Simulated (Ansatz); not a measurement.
`[CH3][Ge]([OH])([OH])[OH]` + `[CH3][Ga]([NH2])[OH]` → `C[O][Ga]([CH3])[NH2]` + `[OH][GeH]([OH])[OH]`  (substitution at a C–Ge bond)

Isolated molecules relaxed with PBE0-D4/def2-TZVP in Ansatz; ΔE leaves out vibrations. CBS: MP2 limit from def2 TZ/QZ plus the TZ coupled-cluster correction, frozen cores. DFT in def2-TZVPP. For Ga, Ge outer-core shells are correlated without core-valence functions, which leaves a few kJ/mol of doubt a bond. Scalar relativity is left out up to krypton. One conformer a species, not always the lowest.

```json
{"level": "PBE-QIDH", "ΔE (eV)": "1.13"}
{"level": "MP2/def2-TZVPP", "ΔE (eV)": "1.19"}
```

Problem. What does CCSD(T)/CBS give? (An estimate is asked.)

Solution. The calculation gave: +1.15 eV. The listed levels differ from it by -0.02, 0.04 eV.

Largest T1 diagnostic among the species: 0.013.

Leaving LDA and LC-ωPBE aside and taking each functional with its dispersion term where it has one, the values, not all of them listed here, spread over 0.13 eV, from BLYP-D4 to PBE-QIDH. In def2-TZVPP, CCSD(T) changes the Hartree–Fock value by +0.15 eV (the triples alone add +0.01 eV) and MP2 by +0.23 eV. At CCSD(T), def2-SVP lies −0.26 eV from the extrapolated value and def2-TZVPP −0.04 eV.
